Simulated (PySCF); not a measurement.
Geometry (Å), atoms numbered from 1 in this order:
```xyz
8

F     1.270   -1.024   -0.565
B     1.262    0.220   -0.114
O     0.159    0.701    0.510
C    -0.955   -0.064    0.742
F    -0.804   -0.717    1.901
F    -1.995    0.758    0.856
H     2.215    0.934   -0.261
H    -1.144   -0.797   -0.060
```

Geometry: PBE0-D3(BJ)/def2-SVP; GIAO shifts from PySCF 2.14.0 with density-fitted response routines, gas phase, non-relativistic, averaged over equivalent atoms.

At PBE0/cc-pVTZ (208 basis functions, 27 s wall time on 1 thread of an Arm Neoverse N1, shared host):
```json
{"atoms": "F1", "δ (ppm)": "-72.1"}
{"atoms": "F5/F6", "δ (ppm)": "-91.5"}
{"atoms": "B2", "δ (ppm)": "22.4"}
{"atoms": "O3", "δ (ppm)": "204.3"}
{"atoms": "C4", "δ (ppm)": "116.1"}
{"atoms": "H8", "δ (ppm)": "6.70"}
{"atoms": "H7", "δ (ppm)": "4.36"}
```

δ = σ(ref) − σ, references computed at the same level: CFCl3 for $^{19}$F (σref 182.60); $^{11}$B (σref 102.75) vs BF3·OEt2; $^{17}$O (σref 334.84) vs H2O; $^{13}$C (σref 187.29) and $^{1}$H (σref 31.29) vs TMS.

Q: Predict the values at mPW1PW91/pcSseg-2 on the same geometry.

A: 
```tsv
atoms	δ at mPW1PW91/pcSseg-2	change
F1	-76.6	-4.5
F5/F6	-94.9	-3.4
B2	23.7	+1.3
O3	203.6	-0.7
C4	119.3	+3.2
H8	6.74	+0.04
H7	4.33	-0.03
```

δ = σ(ref) − σ, references computed at the same level: CFCl3 for $^{19}$F (σref 177.19); $^{11}$B (σref 99.12) vs BF3·OEt2; $^{17}$O (σref 327.10) vs H2O; $^{13}$C (σref 183.53), $^{1}$H (σref 31.29) against TMS.

The largest change is at F1 (fluorine bonded to B). Cost: 244 basis functions, 19 s wall time on 1 thread of an x86-64 server CPU, shared host.

Unscaled 19F shifts against computed CFCl3 carry errors that often reach 10 to 50 ppm. Experimental scales use liquid or dissolved standards, which lie at an offset from isolated H2O (liquid H2O: subtract about 36 ppm).
